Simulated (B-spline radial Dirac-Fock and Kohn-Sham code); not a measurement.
**In: non-radiative channels of the M3 vacancy**

System: atomic indium in the configuration 1s2 2s2 2p6 3s2 3p6 3d10 4s2 4p6 4d10 5s2 5p1.

Model: a relativistic independent-particle model: LDA orbitals of the hole state, radiative multipoles to third order, Auger rates from the Coulomb interaction with a continuum orbital, Dirac-Fock energies. Program: a radial atomic solver. Kinetic energies are configuration averages from the vacuum level; the two-hole energies are estimated from single-hole states.

| transition | kinetic energy (eV) | width (meV) | share (%) |
| --- | --- | --- | --- |
| M3-M4N1 | 57.74 | 145 | 3.2 |
| M3-M5N1 | 65.32 | 665 | 14.5 |
| M3-M4N2 | 100.7 | 96.7 | 2.1 |
| M3-M4N3 | 107.5 | 604 | 13.1 |
| M3-M5N2 | 108.0 | 651 | 14.2 |
| M3-M5N3 | 115.2 | 1340 | 29.1 |
| M3-M4N4 | 176.2 | 53.5 | 1.2 |
| M3-M4N5 | 176.7 | 34.1 | 0.7 |
| M3-M5N4 | 183.3 | 179 | 3.9 |
| M3-M5N5 | 184.6 | 331 | 7.2 |
| M3-M5O1 | 204.3 | 66.1 | 1.4 |
| M3-M5O3 | 210.9 | 14.3 | 0.3 |
| M3-N1N3 | 431.8 | 44.9 | 1.0 |
| M3-N2N3 | 472.4 | 48.9 | 1.1 |
| M3-N3N3 | 478.8 | 72.4 | 1.6 |
| M3-N3N4 | 546.1 | 79.6 | 1.7 |
| M3-N3N5 | 547.9 | 108 | 2.4 |

Coster-Kronig rates are the weakest part of this model and often come out 1.5 to 2.5 times too large. The listed channels hold 99 % of the non-radiative rate. Summed by principal shells, of 4.60 eV in all: MMN 89.1 %, MNN 8.3 %, MMO 2.3 %, MNO 0.2 %.

Values without a named source are computed, but for edge energies of neutral atoms, which are taken from tables.
